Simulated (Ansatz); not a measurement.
Reaction (ligand exchange at the Si–O bond): `CO[Si@@H](O)[Si@@H](O)Cl` + H–F → `O[Si@H](Cl)[Si@@H](O)F` + CH₃OH

Calculated with Ansatz (gas phase, PBE0-D4/def2-TZVP geometries, no zero-point term in ΔE). CCSD(T)/CBS adds triple-zeta CCSD(T) − MP2 to the extrapolated MP2 energy (def2 sets, frozen cores). This one scheme is used for every species. Functionals use def2-TZVPP. Each species was taken in one conformer, which may not be the lowest.

`CO[Si@@H](O)[Si@@H](O)Cl`:

```xyz
14

C    -1.845   -1.011   -0.718
O    -0.500   -1.380   -0.501
Si    0.454   -0.699    0.645
O     1.809   -1.601    0.814
Si    1.208    1.423   -0.007
O    -0.113    2.177   -0.637
Cl    1.894    2.454    1.650
H    -1.914   -0.012   -1.159
H    -2.288   -1.732   -1.407
H    -2.420   -1.022    0.215
H    -0.332   -0.621    1.913
H     1.718   -2.507    1.115
H     2.341    1.451   -0.969
H    -0.012    3.077   -0.954
```

H–F:

Z-matrix (Å, degrees):
```
F
H 1 0.920
```

`O[Si@H](Cl)[Si@@H](O)F`:

```xyz
10

O     1.839   -0.491   -0.853
Si    1.168    0.048    0.537
F     1.776    1.464    0.965
Si   -1.136    0.358    0.164
O    -2.012   -1.023    0.263
Cl   -1.165    1.105   -1.775
H     1.546   -0.072   -1.667
H     1.545   -0.933    1.578
H    -1.838    1.333    1.025
H    -1.723   -1.788   -0.237
```

CH₃OH:

Cartesian coordinates in Å:
```
C -0.131 0.184 0.276
O 0.639 -0.046 -0.882
H 0.059 1.212 0.586
H 0.151 -0.479 1.103
H -1.207 0.077 0.091
H 0.489 -0.948 -1.173
```

| species | PBE energy (Eh) |
| --- | --- |
| `CO[Si@@H](O)[Si@@H](O)Cl` | -1306.72770 |
| H–F | -100.39340 |
| `O[Si@H](Cl)[Si@@H](O)F` | -1291.50846 |
| CH₃OH | -115.63194 |

Work out ΔE.

ΔE = (-1291.50846) + (-115.63194) − (-1306.72770) − (-100.39340) = -0.01930 Eh = -50.7 kJ/mol. CCSD(T)/CBS gives -39.8 kJ/mol.

Largest T1 diagnostic among the species: 0.012.

From PBE to PBE0 (25 % exact exchange), in def2-TZVPP and without D4, ΔE moves by +3.4 kJ/mol. The D4 term adds +8.7 kJ/mol with B3LYP and +5.3 kJ/mol with PBE0; it sums over pairs of atoms, weighted by their polarisabilities, and B3LYP, whose exchange is more repulsive, gets the larger term.

B3LYP here is the variant with VWN-RPA as its local correlation; programs differ in this.
